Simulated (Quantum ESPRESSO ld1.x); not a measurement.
Results of a calculation; reference values are marked as such.
Q: Radial electron density D(r) = 4 pi r^2 rho(r) of an atom or ion with 23 electrons. Level of theory: scalar-relativistic Kohn-Sham, PBEsol, spin-unpolarised, spherical densities, point nucleus (ld1.x of Quantum ESPRESSO 7.5).

| r (bohr) | D(r) (e/bohr) |
|---|---|
| 0.007361 | 4.200 |
| 0.009663 | 6.460 |
| 0.01268 | 9.615 |
| 0.01665 | 13.71 |
| 0.02185 | 18.49 |
| 0.02868 | 23.21 |
| 0.03765 | 26.59 |
| 0.04942 | 27.32 |
| 0.06435 | 25.19 |
| 0.08446 | 21.86 |
| 0.1109 | 20.89 |
| 0.1455 | 24.34 |
| 0.191 | 29.05 |
| 0.2507 | 28.35 |
| 0.3291 | 20.12 |
| 0.4319 | 11.28 |
| 0.5624 | 9.202 |
| 0.7382 | 11.38 |
| 0.969 | 10.77 |
| 1.272 | 6.615 |
| 1.669 | 2.992 |
| 2.191 | 1.495 |
| 2.876 | 1.006 |
| 3.775 | 0.5977 |
| 4.916 | 0.2380 |
| 6.453 | 0.05340 |
| 8.47 | 0.006219 |
| 11.12 | 0.0003091 |

What is the nuclear charge?

A: Z = 23. The innermost maximum, from 1s, lies near gamma/Z bohr with gamma = sqrt(1 - (Z/c)^2) = 0.986, here 0.0429 bohr (found: 0.0460), and its height grows with Z. The density is that of neutral vanadium in [Ar] 3d3 4s2; the configuration itself is not fixed sharply by these data, and Z only to about a unit. D(r) has 3 maxima, at r = 0.0460, 0.215, 0.819 bohr, and minima at 0.103, 0.532 bohr, inside which lie 2.13, 10.49 electrons.
